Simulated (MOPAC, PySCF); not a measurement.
Constitutional and geometric isomers with formula C2H5N. All species are isolated molecules in the gas phase. One relaxed conformer stands for each flexible species; it need not be the lowest. Strings in code marks are SMILES.

Quantity: electronic energy of isomers of C2H5N relative to `[H]/N=C/C`, in kcal/mol. Semi-empirical values (MOPAC) are differences of heats of formation.

Level 1: B3LYP/6-31G* // B3LYP-D3(BJ)/def2-TZVP (PySCF)
Level 2: HF/6-31G* // B3LYP-D3(BJ)/def2-TZVP (PySCF)
Level 3: PM6 // B3LYP-D3(BJ)/def2-TZVP (MOPAC)
Level 4: PM7 // B3LYP-D3(BJ)/def2-TZVP (MOPAC)

| species | level 2 | level 3 | level 4 |
|---|---|---|---|
| `C=CN` | 7.47 | -4.81 | -2.63 |
| `C=NC` | 7.67 | 4.57 | 2.63 |

Task: What does level 1 give for each?

Result: 
- `C=CN`: 5.97
- `C=NC`: 6.30
